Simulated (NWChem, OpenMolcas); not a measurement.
## How basis sets differ on C2H5BO (SMILES B1CCO1)

C2H5BO: 9 atoms, total charge 0, spin state singlet. As SMILES, `B1CCO1`. The coordinates come from a PBE0-D4/def2-TZVP relaxation.

```
atom    x (Å)    y (Å)    z (Å)
   B  -0.4026   0.3017  -1.0820
   C   0.5060   0.6170   0.1710
   C  -0.0986  -0.7196   0.6177
   O  -0.8848  -0.8785  -0.5962
   H  -0.6970   0.7728  -2.1395
   H   0.2363   1.4790   0.7822
   H   1.5862   0.6141   0.0210
   H  -0.7576  -0.6813   1.4872
   H   0.6006  -1.5515   0.7215
```

Each level gives the HOMO–LUMO gap (eV). The values are calculated.

```json
{"level": "HF/ANO-RCC-MB (DKH2)", "kind": "Hartree–Fock", "program": "OpenMolcas", "value (eV)": "16.70"}
{"level": "HF/STO-3G", "kind": "Hartree–Fock", "program": "OpenMolcas", "value (eV)": "18.16"}
{"level": "HF/3-21G", "kind": "Hartree–Fock", "program": "NWChem", "value (eV)": "15.89"}
{"level": "HF/ANO-XS-VDZ (DKH2, RICD fitting)", "kind": "Hartree–Fock", "program": "OpenMolcas", "value (eV)": "15.51"}
{"level": "HF/def2-SVP", "kind": "Hartree–Fock", "program": "OpenMolcas", "value (eV)": "15.56"}
```

The values span 15.51 to 18.16 eV. A Hartree–Fock LUMO above zero doesn't converge with the basis: it sinks as sets grow more diffuse. Orbital gaps aren't excitation energies.
